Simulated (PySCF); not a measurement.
Species: C₇H₈P (charge -1).
SMILES: `C=Cc1ccc(C)[p-]1`

Four sets of settings were typed for PySCF runs (density fitting) on one GFN2-xTB geometry. Runs with no stated cap are allowed at least 80 cycles.

Question: One run ended without self-consistency. Which?
A. PBE0/pcSseg-1, damping 0.3 at the start, DIIS from the seventh cycle, energy threshold 1e-07 Eh
B. HSE06/cc-pVDZ
C. r2SCAN/pcSseg-1, at most 84 cycles
D. WP04/pcSseg-1, at most 8 cycles

Answer: D. The cap of 8 cycles ended the SCF with an orbital gradient of 3.9e-04, before the energy threshold of 1e-09 Eh and the gradient threshold (its square root) were both met. Raise the cap. The last energy is close to convergence but wasn't accepted.

The end of its output:
```
final grid: 133360 points
cycle   1  E = -623.0532726691  dE =  1.036e+00  |g| = 8.777e-01  |ddm| = 4.122e+00
cycle   2  E = -622.7701842764  dE =  2.831e-01  |g| = 1.314e+00  |ddm| = 2.818e+00
cycle   3  E = -623.2479747543  dE = -4.778e-01  |g| = 3.377e-01  |ddm| = 2.136e+00
cycle   4  E = -623.2814664335  dE = -3.349e-02  |g| = 7.774e-02  |ddm| = 5.266e-01
cycle   5  E = -623.2826050559  dE = -1.139e-03  |g| = 4.787e-02  |ddm| = 1.207e-01
cycle   6  E = -623.2831879505  dE = -5.829e-04  |g| = 1.064e-02  |ddm| = 5.476e-02
cycle   7  E = -623.2832099921  dE = -2.204e-05  |g| = 6.192e-03  |ddm| = 1.728e-02
cycle   8  E = -623.2832204563  dE = -1.046e-05  |g| = 3.938e-04  |ddm| = 6.381e-03
SCF not converged, last energy = -623.2832204563
```

The others met their thresholds:

```csv
settings,basis functions,SCF cycles,E (Eh),HOMO (eV),LUMO (eV)
"r2SCAN/pcSseg-1, at most 84 cycles",183,12,-612.6778,0.15,3.35
HSE06/cc-pVDZ,156,15,-612.5089,0.05,3.93
"PBE0/pcSseg-1, damping 0.3 at the start, DIIS from the seventh cycle, energy threshold 1e-07 Eh",183,14,-612.4117,-0.54,4.04
```

Cycle counts include a coarse-grid stage where the run had one. The HOMO energy is positive at HSE06/cc-pVDZ and r2SCAN/pcSseg-1; such an orbital is held in place by the finite basis.

Shape of the structure used: `[CH2:1]=[CH:2][c:3]1[cH:4][cH:5][c:6]([CH3:7])[p-:8]1`: C1–C2–C3–C4 180°.
